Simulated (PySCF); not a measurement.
An unknown shows these calculated signals:

1H NMR (300 MHz, computed): δ 5.95 (m, 1H), 5.36 (m, 1H), 5.29 (m, 1H), 5.10 (m, 1H), 4.64 (m, 1H).

13C{1H} NMR (computed): δ 131.3 (C), 109.7 (CH), 65.3 (CH2).

[PySCF 2.14: GFN2-xTB geometry; PBE0/pcSseg-1 with gauge-including orbitals; averaged over atoms made equivalent by symmetry, fast rotation or ring inversion; non-relativistic; single conformer; no solvent model]

References, each an isolated molecule treated in the same way: 1H and 13C against TMS.

**Question.** Which of these does the molecule contain: a Si–H bond, an amide, a CF3 group, a ketone, an NH or NH2 group?

**Answer.** 
- A Si–H bond: yes (δH 5.36 (m), 5.29 (m)).
- An amide: no.
- A CF3 group: yes (δC 131.3).
- A ketone: no.
- An NH or NH2 group: no.

The data belong to `FC(F)(F)O[C@H]1OC[SiH2]1`, C3H5F3O2Si; they needn't prove each group on their own.

Carbon signals by region: 2 in the sp2 and nitrile region (100–160 ppm), 1 at 50–100 ppm.

Splittings by 19F in the carbon and heteronuclear signals aren't shown, as no couplings were computed. Shifts are as computed. Against solution values, carbons near 30 ppm lie about +3 ppm off and those near 130 ppm about +5 ppm. Of 1309 compounds with measured shifts, 239 miss one by over three times the rms of a fit or turn the order of signals round; such compounds aren't used in these exercises. No couplings were computed; multiplicities are counted from neighbouring protons, with m where these are inequivalent, close in shift, in a saturated or five-membered ring or joined by F or P, and br s for small geminal =CH2 splittings.
